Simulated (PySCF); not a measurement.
Species: Si(vinyl)2(NCO)2, C₆H₆N₂O₂Si.
Cartesian coordinates in Å at the PBE0-D3(BJ)/def2-SVP level; atoms count from 1:
```xyz
17
C6H6N2O2Si angstrom
Si    -0.0405   -0.0030   -0.0203
C     -0.3122    0.1123    1.8099
C     -0.9973   -0.7945    2.5151
H      0.1278    0.9679    2.3388
H     -1.4550   -1.6656    2.0333
H     -1.1339   -0.7089    3.5987
C      1.7472   -0.1388   -0.4956
C      2.3982    0.7849   -1.2109
H      2.2980   -1.0256   -0.1562
H      1.8947    1.6873   -1.5749
H      3.4580    0.6829   -1.4678
N     -0.6792    1.3983   -0.7901
C     -1.2514    2.3241   -1.2889
O     -1.7916    3.2346   -1.7799
N     -0.8952   -1.3855   -0.5906
C     -1.4333   -2.2902   -1.1618
O     -1.9630   -3.1807   -1.6985
```

Theory: PySCF, TDDFT CAM-B3LYP/def2-SVPD, vertical, gas phase, core orbitals frozen in the response.

Orbital energies (eV): HOMO-3 -10.25, HOMO-2 -9.97, HOMO-1 -9.92, HOMO -9.61, LUMO -0.12, LUMO+1 0.50, LUMO+2 0.82.

Question: Among the lowest singlets, which states do these configurations lead, and at what energies: HOMO→LUMO, HOMO-1→LUMO?

Answer: 

```json
{"state": "S1", "leading configuration": "HOMO-1→LUMO", "weight": "0.78", "Δε (eV)": "9.80", "E (eV)": "6.38", "E − Δε (eV)": "-3.42", "f": "0.040", "other configurations": "–"}
{"state": "S3", "leading configuration": "HOMO→LUMO", "weight": "0.89", "Δε (eV)": "9.48", "E (eV)": "6.88", "E − Δε (eV)": "-2.61", "f": "0.467", "other configurations": "–"}
```

E − Δε runs from -3.42 to -2.61 eV. By orbital difference alone the order would be S3, S1. Δε is the difference of the two orbital energies.

H and L stand for HOMO and LUMO. The other states: S2 6.81 eV, f 0.028, H-1→L+1 (49%), H-2→L (19%), H-7→L (14%); S4 7.18 eV, f 0.014, H-2→L (35%), H-4→L+4 (16%), H-1→L+1 (10%); S5 7.28 eV, f 0.060, H-1→L+4 (36%), H-2→L+1 (11%), H-4→L+9 (10%); S6 7.35 eV, f 0.031, H→L+1 (54%), H-4→L+4 (8%); S7 7.39 eV, f 0.012, H-2→L (22%), H-3→L+1 (20%), H-3→L+7 (11%); S8 7.41 eV, f 0.066, H-3→L (49%), H-3→L+4 (8%); S9 7.55 eV, f 0.0096, H-3→L+1 (15%), H→L+1 (11%), H-5→L+4 (10%); S10 7.58 eV, f 0.0022, H-3→L (15%), H-3→L+4 (13%), H-5→L+1 (12%).

Triplets (Tamm–Dancoff): T1 4.17 eV, H→L (57%), H-2→L+1 (25%); T2 4.24 eV, H-2→L (46%), H→L+1 (34%); T3 5.93 eV, H-1→L (70%), H-6→L (12%); T4 6.27 eV, H-1→L+1 (53%), H-7→L (19%).

Summed over the main configurations (up to three a state, each over 8%) of all 10 singlets, the electron leaves HOMO-1 with weight 1.72, HOMO with weight 1.53, HOMO-3 with weight 1.32 and HOMO-2 with weight 0.86.

All these states lie below the vertical ionisation energy of 10.26 eV (ΔSCF).

One conformer stands for the species.
